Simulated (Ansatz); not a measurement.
Ansatz (a first-principles code) input (B3LYP/LANL2DZ): The .json file is the Basis Set Exchange's LANL2DZ.

Ansatz 0.2 input:
```yaml
crystal:
  periodic: [false, false, false]
  atoms:
    - {symbol: Ta, position_ang: [0.01867700, 0.00040800, 0.00123300]}
    - {symbol: H, position_ang: [-0.87375200, -0.63702000, 1.37772200]}
    - {symbol: H, position_ang: [-0.86491900, 1.41459100, 0.56409100]}
    - {symbol: H, position_ang: [-0.72092300, -1.44927200, -0.66875600]}
    - {symbol: H, position_ang: [-0.71209000, 0.60233900, -1.48238600]}
    - {symbol: H, position_ang: [1.80823800, 0.03954400, 0.11934300]}
basis:
  gaussian:
    orbitals: LANL2DZ.json
hamiltonian:
  xc: {name: B3LYP}
relax: {f_tol: 0.003, max_steps: 120}
```

Output:

```
Functional definition: B3LYP
integrals: 0.01 GiB planned
407 factors; integrals over basis functions are off by at most 2.2e-4 eV
mean field: 0.09 GiB planned
mean field evaluation 1: about -1650.5117 eV, gradient 1.5e1 eV
mean field evaluation 2: about -1649.5040 eV, gradient 2.2e1 eV
mean field evaluation 4: about -1651.3180 eV, gradient 5.1e-1 eV
mean field evaluation 8: about -1651.3167 eV, gradient 2.4e-3 eV
mean field -1651.31666712 eV, -60.6847682139 hartree, gradient 1.1e-5 eV, S^2 0.000000; 0 other end points of the search recorded, 0 dependent functions left out
the calculation of the forces begins
reference -1651.31693475 eV, -60.6847780492 hartree; 9, 9 occupied and 23, 23 virtual orbitals, 407 factors
relax step   1: F+E_penalty+E_count = -1651.31666712 eV  Δ(F+E_penalty+E_count) = +0.000e0 eV  max|allowed force component| = 1.934e-1 eV/Å  Δτ_max = 0.0000 Å  (24 SCF iters, accepted)
these checks for a lower state are left out or cut short: starts, cluster_reference, orbital_swaps, neighbouring_geometries, increment
integrals: 0.01 GiB planned
407 factors; integrals over basis functions are off by at most 2.3e-4 eV
mean field: 0.09 GiB planned
mean field evaluation 16: about -1651.2963 eV, gradient 4.1e-2 eV
mean field -1651.29631483 eV, -60.6840202811 hartree, gradient 4.1e-5 eV, S^2 0.000000; 0 other end points of the search recorded, 0 dependent functions left out
the calculation of the forces begins
reference -1651.29657960 eV, -60.6840300111 hartree; 9, 9 occupied and 23, 23 virtual orbitals, 407 factors
relax step   2: F+E_penalty+E_count = -1651.29631483 eV  Δ(F+E_penalty+E_count) = +2.035e-2 eV  max|allowed force component| = 8.238e-1 eV/Å  Δτ_max = 0.0671 Å  (23 SCF iters, rejected (line search))
these checks for a lower state are left out or cut short: starts, cluster_reference, orbital_swaps, neighbouring_geometries, increment
integrals: 0.01 GiB planned
407 factors; integrals over basis functions are off by at most 2.3e-4 eV
mean field: 0.09 GiB planned
mean field -1651.32715278 eV, -60.6851535550 hartree, gradient 2.5e-5 eV, S^2 0.000000; 0 other end points of the search recorded, 0 dependent functions left out
the calculation of the forces begins
reference -1651.32741927 eV, -60.6851633483 hartree; 9, 9 occupied and 23, 23 virtual orbitals, 407 factors
relax step   3: F+E_penalty+E_count = -1651.32715278 eV  Δ(F+E_penalty+E_count) = -1.049e-2 eV  max|allowed force component| = 9.929e-3 eV/Å  Δτ_max = 0.0255 Å  (24 SCF iters, accepted)
these checks for a lower state are left out or cut short: starts, cluster_reference, orbital_swaps, neighbouring_geometries, increment
integrals: 0.01 GiB planned
407 factors; integrals over basis functions are off by at most 2.3e-4 eV
mean field: 0.09 GiB planned
mean field -1651.32716192 eV, -60.6851538908 hartree, gradient 2.4e-5 eV, S^2 0.000000; 0 other end points of the search recorded, 0 dependent functions left out
the calculation of the forces begins
reference -1651.32742840 eV, -60.6851636837 hartree; 9, 9 occupied and 23, 23 virtual orbitals, 407 factors
relax step   4: F+E_penalty+E_count = -1651.32716192 eV  Δ(F+E_penalty+E_count) = -9.137e-6 eV  max|allowed force component| = 1.200e-3 eV/Å  Δτ_max = 0.0008 Å  (18 SCF iters, accepted)
integrals: 0.01 GiB planned
407 factors; integrals over basis functions are off by at most 2.3e-4 eV
mean field: 0.09 GiB planned
mean field evaluation 32: about -1651.3272 eV, gradient 2.4e-5 eV
mean field -1651.32716192 eV, -60.6851538908 hartree, gradient 2.4e-5 eV, S^2 0.000000; 1 other end points of the search recorded, 0 dependent functions left out
the calculation of the forces begins
reference -1651.32742840 eV, -60.6851636837 hartree; 9, 9 occupied and 23, 23 virtual orbitals, 407 factors
Total energy: -1651.32742840 eV, -60.6851636837 hartree
Atom 0 at     0.030948     0.000676     0.002043 Å, force    -0.001200    -0.000026    -0.000079 eV/Å
Atom 1 at    -0.875000    -0.627094     1.354518 Å, force     0.000256     0.000073    -0.000140 eV/Å
Atom 2 at    -0.866310     1.391469     0.553993 Å, force     0.000255    -0.000151    -0.000051 eV/Å
Atom 3 at    -0.724633    -1.426262    -0.658995 Å, force     0.000239     0.000162     0.000084 eV/Å
Atom 4 at    -0.715942     0.592301    -1.459518 Å, force     0.000238    -0.000062     0.000173 eV/Å
Atom 5 at     1.806168     0.039499     0.119206 Å, force     0.000213     0.000005     0.000014 eV/Å
Dipole moment:     0.366511     0.008015     0.024189 e Å
```

The geometry given is a B3LYP-D3(BJ)/def2-TZVP minimum.
